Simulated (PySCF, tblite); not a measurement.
C2H7Cl3P2Si2.
Numbering: `[Cl:1][CH2:2][C:3]([Cl:4])([Cl:5])[SiH:6]1[PH:7][SiH2:8][PH:9]1` (hydrogens: H10, H11 on C2; H12 on Si6; H13 on P7; H14, H15 on Si8; H16 on P9)

Geometry (GFN2-xTB, Å), atoms numbered from 1 in this order:
```
atom  x, y, z in Å
Cl1   -2.173    1.681   -0.838
C2    -2.671    0.178   -0.044
C3    -1.442   -0.654    0.197
Cl4   -1.850   -1.929    1.368
Cl5   -0.907   -1.416   -1.319
Si6    0.039    0.394    0.851
P7     1.285    1.071   -0.896
Si8    2.909   -0.024    0.263
P9     1.571   -0.938    1.849
H10   -3.128    0.447    0.908
H11   -3.404   -0.321   -0.681
H12   -0.489    1.366    1.815
H13    1.556    2.325   -0.377
H14    3.844    0.894    0.910
H15    3.585   -0.997   -0.592
H16    1.268   -2.066    1.109
```

Jobs on this species (16 atoms, 128 electrons) with PySCF (density fitting) and tblite. Hardware of each: one thread, Arm Neoverse N1 (aarch64), on a shared host. The host was shared with other jobs, so the times are rough.

```csv
level and settings,work,basis functions,SCF cycles,wall time
PBE0/pcSseg-1,"shieldings, ring-centre shieldings, charges and field gradients",237,?,?
GFN2-xTB,Hessian by finite differences,–,–,2.4 s
GFN2-xTB,L-BFGS relaxation,–,–,3.0 s
```

**Question.** Fill in the missing figures.

**Answer.** 
- PBE0/pcSseg-1; shieldings, ring-centre shieldings, charges and field gradients: 1.7 min, 14 SCF cycles

**Question.** What do all jobs in the table cost together?

**Answer.** About 1.8 min; the longest takes about 95 % of that, and about 42 times as long as the shortest.
